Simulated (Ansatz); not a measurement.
```yaml
crystal:
  periodic: [false, false, false]
  atoms:
    - {symbol: C, position_ang: [-1.661827, -0.545401, 0.626800]}
    - {symbol: Si, position_ang: [-0.085849, 0.168650, 1.280591]}
    - {symbol: F, position_ang: [0.968274, -1.027432, 1.448141]}
    - {symbol: S, position_ang: [0.752020, 1.668036, 0.024941]}
    - {symbol: Si, position_ang: [1.465323, 0.433339, -1.573117]}
    - {symbol: H, position_ang: [-1.518176, -0.991726, -0.358983]}
    - {symbol: H, position_ang: [-2.035574, -1.317082, 1.304887]}
    - {symbol: H, position_ang: [-2.418343, 0.238228, 0.542366]}
    - {symbol: H, position_ang: [-0.265604, 0.812013, 2.602512]}
    - {symbol: H, position_ang: [1.588169, 1.319286, -2.755557]}
    - {symbol: H, position_ang: [0.502285, -0.659538, -1.862434]}
    - {symbol: H, position_ang: [2.786303, -0.153473, -1.246146]}
basis:
  gaussian: {orbitals: def2-mTZVP}
total_charge: -1
magnetization: {spin_polarized: true, initial_magnetization: 1}
hamiltonian: {xc: {name: HF}}
correlation: {method: mp2, frozen_orbitals: {C: 9}}
output: {forces: true}
```

```sh
$ ansatz run in.yaml --threads 4 --pin off --events-out ev --progress --plain --max-ram 10444MiB
```

It prints (some lines left out):

```
Functional definition: HF
Error: "frozen_orbitals" has no count for Si
```

Problem. What is wrong with this run?

Solution. Frozen orbitals are typed for one element alone, and the program wants a count for each. The program refused the input.
